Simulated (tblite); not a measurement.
Run record: tight-binding relaxation, `C(=C\C=C)/c1cc([n+](C)cc1)B(C)C`.

Computed with GFN2-xTB geometry optimisation, gas phase (tblite 0.8.0). Start geometry: from a force field or distance geometry. A driver script takes a list of jobs; this job's settings line and coordinates (Å) are shown.

Input:
```
{"job": {"kind": "relax", "xc": "GFN2-xTB", "basis": "xTB"}, "charge": 1, "multiplicity": 1}
C      5.960100     0.688600    -0.046100
C      4.732700     0.920300     0.430400
C      3.549900     0.380200    -0.197800
C      2.366200     0.659600     0.336100
C      1.104300     0.171900    -0.201600
C      0.987900    -0.591700    -1.334600
C     -0.260900    -0.979900    -1.761700
N     -1.382500    -0.636000    -1.103900
C     -2.663500    -1.072300    -1.584100
C     -1.301900     0.113200     0.007600
B     -2.539200     0.565900     0.830400
C     -3.988800     0.795700     0.284000
C     -2.405100     0.425000     2.418800
C     -0.050500     0.520200     0.449800
H      6.093600     0.110700    -0.937900
H      6.809600     1.099200     0.463900
H      4.688500     1.525600     1.351700
H      3.624400    -0.217100    -1.097100
H      2.359000     1.258200     1.248100
H      1.873300    -0.887400    -1.878400
H     -0.302500    -1.591200    -2.662900
H     -3.135000    -1.768600    -0.866400
H     -3.305900    -0.261200    -1.941900
H     -2.474800    -1.716200    -2.493600
H     -4.567000     1.322300     1.103900
H     -4.028000     1.549100    -0.550800
H     -4.573700    -0.100600     0.084100
H     -1.369800     0.132200     2.711500
H     -3.155700    -0.266800     2.772600
H     -2.646600     1.448300     2.820300
H     -0.010200     1.135800     1.360200
```

Output:
```
step      E/eV     max force
  0   -1035.34908    2.389
  1   -1035.66168    0.966
  2   -1035.76603    0.676
  3   -1035.85076    0.679
  4   -1035.89213    0.446
  5   -1035.91006    0.390
  6   -1035.92495    0.267
  7   -1035.93462    0.329
  8   -1035.94333    0.265
  9   -1035.95056    0.137
... (112 lines left out)
122   -1036.11035    0.024
123   -1036.11057    0.026
124   -1036.11075    0.020
125   -1036.11085    0.017
126   -1036.11098    0.018
127   -1036.11112    0.016
128   -1036.11121    0.014
129   -1036.11127    0.013
130   -1036.11131    0.010
131   -1036.11136    0.009
```

«max force» is the largest atomic force in eV/Å.

From which step on does the largest force stay under 0.1 eV/Å, and how much energy is left to gain from there?

From step 53 (0.071 eV/Å), 51.3 meV above the end.

In short: energy lowered by 17.6 kcal/mol over 131 steps; largest atomic force 0.009 eV/Å at the end.

On an Arm Neoverse V2 with one thread, no GPU, on a shared host, this took 1.5 s of wall time.
Labels such as C1 count atoms from 1, the log's own numbers from 0.
